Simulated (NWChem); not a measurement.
System: BHBrF; SMILES FBBr

This build's default masses of Se (78.918 u) and Br (79.917 u) are each other's, which moves their modes by up to 0.6 %.

Give the equilibrium geometry at PBE0/def2-SVP (NWChem) as an XYZ file, with the point group.

point group Cs; any orientation.
```
4

B     -0.5611    -1.0602     0.0000
H     -1.7384    -1.3038     0.0000
F      0.3166    -2.0327     0.0000
Br     0.0543     0.7410     0.0000
```
